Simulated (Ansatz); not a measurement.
```yaml
atoms:
  - { symbol: C, position_ang: [0.0000, 0.0000, 0.0000] }
  - { symbol: C, position_ang: [0.0000, 0.0000, 1.8600] }
```

Basis set: pcseg-2 (spherical functions). Charge 0, multiplicity 1.

Computed with Ansatz (development build ahead of 0.2.0); each method stands on the lowest determinant of its kind that the runs found. Restricted functionals stand beside restricted open-shell atoms, which can lie above the unrestricted atoms usual in DFT and then raise those values.

Problem. Give the atomization energy at this shape (free ground-state atoms in the same class of orbitals less the molecule, no zero-point energy) of singlet C₂ by PBE0 (unrestricted), PBE0 (restricted), UHF, RHF.

Solution.

```json
{"method": "PBE0 (unrestricted)", "atomization energy": "2.94 eV"}
{"method": "PBE0 (restricted)", "atomization energy": "2.20 eV"}
{"method": "UHF", "atomization energy": "0.89 eV"}
{"method": "RHF", "atomization energy": "-1.12 eV"}
```

Caution: the shape is not the minimum. Caution for PBE0 (unrestricted), UHF: the unrestricted determinant is a mixture of spin states. Caution for PBE0 (restricted), RHF: an unrestricted determinant lies well below. Caution for RHF: the molecule lies well above its atoms at this level.
